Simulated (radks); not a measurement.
Species: Tb3+. Configuration: [Xe] 4f8. All-electron calculation, Dirac Kohn-Sham, PBE, spin-unpolarised, spherical densities, finite nucleus; open shells are shared between the two j in proportion to 2j + 1; Fermi nuclear charge, rms radius 5.06 fm. Program: a radial shooting solver on a logarithmic mesh with Libxc functionals.

Normalised radial functions P(r) = r R(r) (large component), r in bohr:

```
   r/bohr * 5p1/2 (the largest magnitude, 0.923, reaches the edge; | marks zero)
 0.001845                             *
  0.00246                             *
 0.003281                             *
 0.004412                             |*
 0.005884                             |*
 0.007848                             |*
  0.01047                             | *
  0.01407                             |  *
  0.01877                             |   *
  0.02503                             |    *
  0.03339                             |     *
  0.04489                             |      *
  0.05987                             |    *
  0.07986                             | *
   0.1065                         *   |
   0.1432                    *        |
    0.191                    *        |
   0.2547                            *|
   0.3398                             |         *
   0.4568                             |             *
   0.6093                             |    *
   0.8126                *            |
    1.084   *                         |
    1.457  *                          |
    1.944           *                 |
    2.592                     *       |
    3.457                           * |
    4.648                             *
      6.2                             *
```

5p1/2: eigenvalue -56.120 eV, 3 radial nodes at r = 0.0881, 0.262, 0.661 bohr, <r> = 1.44 bohr, 90 % of the charge inside 2.10 bohr.
